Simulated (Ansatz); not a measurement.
Ansatz (an electronic-structure program) input (PBE/def2-TZVP):

Ansatz 0.2 input:
```yaml
crystal:
  periodic: [false, false, false]
  atoms:
    - {symbol: Ce, position_ang: [0.03012061, 0.11674394, 0.06311821]}
    - {symbol: O, position_ang: [1.18509916, -0.17020471, -1.31438552]}
    - {symbol: O, position_ang: [-1.40347359, -0.67618887, 0.85677852]}
basis:
  gaussian:
    orbitals: def2-TZVP
hamiltonian:
  xc: {name: PBE}
magnetization: {spin_polarized: true, initial_magnetization: 2}
```

End of the output:

```
integrals: 0.09 GiB planned
1064 factors; their error is unknown
mean field: 0.71 GiB planned
mean field evaluation 1: about -16996.9552 eV, gradient 8.1e1 eV
mean field evaluation 2: about -15442.5033 eV, gradient 8.6e2 eV
mean field evaluation 4: about -16445.2165 eV, gradient 4.7e2 eV
mean field evaluation 8: about -17018.9817 eV, gradient 1.1e0 eV
mean field evaluation 16: about -17018.9871 eV, gradient 5.9e-4 eV
mean field evaluation 32: about -17018.9869 eV, gradient 2.4e-2 eV
mean field evaluation 64: about -17018.8447 eV, gradient 8.5e-3 eV
mean field evaluation 96: about -17018.9985 eV, gradient 1.1e-2 eV
mean field evaluation 128: about -17018.9639 eV, gradient 1.1e0 eV
mean field evaluation 160: about -17018.9869 eV, gradient 2.1e-1 eV
mean field evaluation 192: about -17018.1220 eV, gradient 1.0e1 eV
mean field evaluation 224: about -17017.2726 eV, gradient 1.2e0 eV
mean field -17018.99892655 eV, -625.4366746589 hartree, gradient 2.7e-6 eV, S^2 2.002919; 9 other end points of the search recorded, 0 dependent functions left out
reference -17018.99899706 eV, -625.4366772500 hartree; 24, 22 occupied and 131, 133 virtual orbitals, 1064 factors
Total energy: -17018.99899706 eV, -625.4366772500 hartree
```

This state (charge 0, triplet) is run at the relaxed geometry of the species with charge 0 and multiplicity 1, and is a spin state other than that species' own.
